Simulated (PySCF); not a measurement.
Run record: geometry optimisation, `C[N]([GeH3])C=O`.

Method: PBE0-D3(BJ)/def2-SVP geometry optimisation, gas phase (PySCF 2.14.0). Start geometry: GFN2-xTB. The input is one job of a driver script: a line of settings, then coordinates in Å.

Command:
```bash
OMP_NUM_THREADS=1 python probes_run.py task.json out
```

Input:
```
{"job": {"xc": "PBE0", "basis": "def2-SVP", "d3": "d3bj", "grid": 1, "shake": 0.01, "kind": "geom"}, "charge": 0, "multiplicity": 1}
C     -1.215360    -0.998400     0.096770
N     -0.246900     0.061030    -0.028930
Ge     1.612560    -0.041620     0.086990
C     -0.517340     1.337710    -0.261900
O      0.335170     2.159200    -0.359820
H     -0.729770    -1.909690     0.287260
H     -1.913350    -0.767430     0.916760
H     -1.797950    -1.065350    -0.834800
H      1.810490    -1.507870     0.374780
H      2.228410     0.347680    -1.199610
H      2.084140     0.764930     1.266780
H     -1.610420     1.591540    -0.353320
```

**Question.** Give the output.

**Answer.** 
```
step   0  E = -2286.49056721  max force = 0.061075
step   1  E = -2286.49848735  max force = 0.015523
step   2  E = -2286.49790818  max force = 0.017366
step   3  E = -2286.49908030  max force = 0.003930
step   4  E = -2286.49920565  max force = 0.002775
step   5  E = -2286.49923781  max force = 0.001462
step   6  E = -2286.49925021  max force = 0.000602
step   7  E = -2286.49925244  max force = 0.000192
optimisation converged
```

Energies in Eh; «max force» is the largest Cartesian gradient component in Eh/bohr.

**Question.** At which steps does the energy rise by more than 1e-5 Eh?

**Answer.** At step 2 (+0.58 mEh).

**Question.** Give the first gradient maximum in eV/Å.

**Answer.** With 1 Eh/bohr = 51.422 eV/Å, 3.141 eV/Å.

Summary of the converged run: final energy -2286.49925 Eh after 7 steps; dipole 3.40 D.

The run took 53 s of wall time on one thread of an Arm Neoverse V1, no GPU (shared host), and the process peaked at 0.51 GiB of memory.
Labels such as C1 count atoms from 1, the log's own numbers from 0.
